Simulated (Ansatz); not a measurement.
Geometry optimisation, Ansatz, RKS B3LYP/def2-SVP.

input.yaml

```yaml
crystal:
  periodic: [false, false, false]
  atoms:
    - { symbol: Ga, position_ang: [-0.958684, -0.487578, -1.460574] }
    - { symbol: Si, position_ang: [0.781591, -0.214534, 1.718637] }
    - { symbol: Cl, position_ang: [0.136203, -2.128294, -2.311966] }
    - { symbol: Cl, position_ang: [-2.876772, -0.901789, -0.588105] }
    - { symbol: H, position_ang: [0.384159, 0.350521, 0.439188] }
    - { symbol: "N", position_ang: [-0.297953, 1.27088, -1.601141] }
    - { symbol: H, position_ang: [0.002709, -1.451995, 2.001999] }
    - { symbol: H, position_ang: [2.234895, -0.541362, 1.677445] }
    - { symbol: H, position_ang: [0.521121, 0.795817, 2.783479] }
    - { symbol: H, position_ang: [0.703951, 1.364848, -1.743345] }
    - { symbol: H, position_ang: [-0.630919, 1.943486, -0.915516] }
basis:
  gaussian: { orbitals: def2-SVP }
hamiltonian:
  xc: b3lyp
relax:
  f_tol: 0.03
  max_steps: 50
output:
  orbitals: {}
```

Command:

```bash
$ ansatz run input.yaml --threads 4 --pin off --max-ram 5120MiB --backend cpu --events-out ev --progress --plain --runs-dir out
```

Q: Where does it end, and by what steps?

A: It converged. After 15 steps the energy has fallen by 0.293 eV; H11 moved furthest, 1.10 Å.

```csv
step,energy less start (eV),largest force component (eV/Å),accepted
0,0.0000,1.270,yes
1,-0.1864,0.575,yes
2,-0.2202,0.339,yes
3,-0.2497,0.266,yes
4,-0.2555,0.180,yes
5,-0.2514,0.430,no
6,-0.2673,0.065,yes
7,-0.2729,0.049,yes
8,-0.2788,0.150,yes
9,-0.2784,0.628,no
10,-0.2838,0.123,yes
11,-0.2879,0.133,yes
12,-0.2907,0.158,yes
13,-0.2894,0.153,no
14,-0.2920,0.073,yes
15,-0.2928,0.027,yes
```

```xyz
11
Properties=species:S:1:pos:R:3
Ga -0.831 -0.221 -1.354
Si 0.843 -0.504 2.006
Cl 0.451 -1.913 -1.734
Cl -2.627 -0.530 -0.204
H 0.511 0.291 0.779
N -0.532 1.359 -2.178
H 0.064 -1.769 2.005
H 2.303 -0.795 1.995
H 0.493 0.317 3.199
H 0.364 1.570 -2.605
H -1.038 2.197 -1.909
```

Whether the end is a true minimum wasn't checked by a vibrational analysis.

Time of the run: 78 s on 4 threads of Arm Neoverse N1, with other jobs on the host, peak memory 0.37 GiB.
